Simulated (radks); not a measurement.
Task: Coherent X-ray form factor from a spherical all-electron density. Method: Dirac Kohn-Sham, PBE, spin-unpolarised, spherical densities, point nucleus; computed with a radial shooting solver on a logarithmic mesh with Libxc functionals.

sin(theta)/lambda (1/angstrom)  f0 (electrons)
0.05                                    46.312
0.1                                     44.449
0.15                                    41.856
0.2                                     38.957
0.25                                    36.042
0.3                                     33.275
0.4                                     28.487
0.5                                     24.806
0.6                                     22.079
0.8                                     18.397
1                                       15.680
1.25                                    12.665
1.5                                     10.103
2                                        6.882

The species is in the configuration that NIST lists as its ground one. Which atom or ion scatters so?

Result: The cadmium ion Cd+, [Kr] 4d10 5s1. Extrapolating in s^2 from the first two rows gives f0(0) = 46.9, near the electron count 47; among species with that count, the fall with angle is slower the higher Z, and the table is that of Z = 48; from so few rows the species is fixed only to a neighbour or two.
